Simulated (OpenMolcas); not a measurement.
An OpenMolcas run meant for V3+ (ANO-L-VDZP, non-relativistic; inactive shells 1s 2s 2p 3s 3p; intended active space 2 electrons in 10 orbitals (3d 4d)). One step of its input:

```
&CASPT2
Multistate=10 1 2 3 4 5 6 7 8 9 10
Frozen=2 3
IPEA=0.25
Imaginary=0.1
MaxIter=60
WThr=0.0 0.3 0.05
PrWF=0.5
NoMix
Shift=0.2
Sig2=0.3
```

Lines from the output:

```
|
   --------------------------------------------------------------------------------------
++ ---------   Input file   ---------
>>> COPY JOB001 $Project.JobIph
&CASPT2
Multistate=10 1 2 3 4 5 6 7 8 9 10
Frozen=2 3
IPEA=0.25
Imaginary=0.1
MaxIter=60
WThr=0.0 0.3 0.05
PrWF=0.5
NoMix
Shift=0.2
Sig2=0.3
-- ----------------------------------
>>> COPY JOB001 a.JobIph
*** symbolic link created: INPORB -> a.RasOrb
--- Start Module: caspt2 at  ---
()()()()()()()()()()()()()()()()()()()()()()()()()()()()()()()()()()()()()()()()()()()()()()()()()()
                                              &CASPT2
                                   only a single process is used
                       available to each process: 2.3 GB of memory, 1 thread
()()()()()()()()()()()()()()()()()()()()()()()()()()()()()()()()()()()()()()()()()()()()()()()()()()
 ###    ERROR: More than one intruder-state removal technique                ###
 ###    active: SHIFt/IMAGinary/SIG1/SIG2 are mutually exclusive!            ###
--- Stop Module: caspt2 at  /rc=_RC_INPUT_ERROR_ ---
.####################.
.# User input error #.
.####################.
```

Problem. What is wrong with the input?

Solution. More than one intruder-state remedy is switched on.
